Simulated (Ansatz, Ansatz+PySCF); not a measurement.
```xyz
8

Mg   -0.9391   -0.9294   -0.9307
O    -1.0236   -1.0102    1.0204
O    -1.0273    1.0171   -1.0137
Mg   -0.9399    0.9408    0.9282
O     1.0147   -1.0268   -1.0234
Mg    0.9438   -0.9329    0.9308
Mg    0.9374    0.9382   -0.9468
O     1.0289    1.0181    1.0197
```

Basis set: def2-SVP (spherical functions). Correlated methods keep 8 orbitals frozen. Charge 0, multiplicity 1.

Computed with Ansatz (development build ahead of 0.2.0); each method stands on the lowest determinant of its kind that the runs found. Restricted open shells among the atoms or ions are ROHF, correlated in semicanonical orbitals with singles.

Give the atomization energy at this shape (free ground-state atoms in the same class of orbitals less the molecule, no zero-point energy) of singlet Mg4O4 by RHF-MP2, RHF, UHF.

| method | atomization energy |
| --- | --- |
| RHF-MP2 | 2751.2 kJ/mol |
| RHF | 1736.4 kJ/mol |
| UHF | 1683.5 kJ/mol |
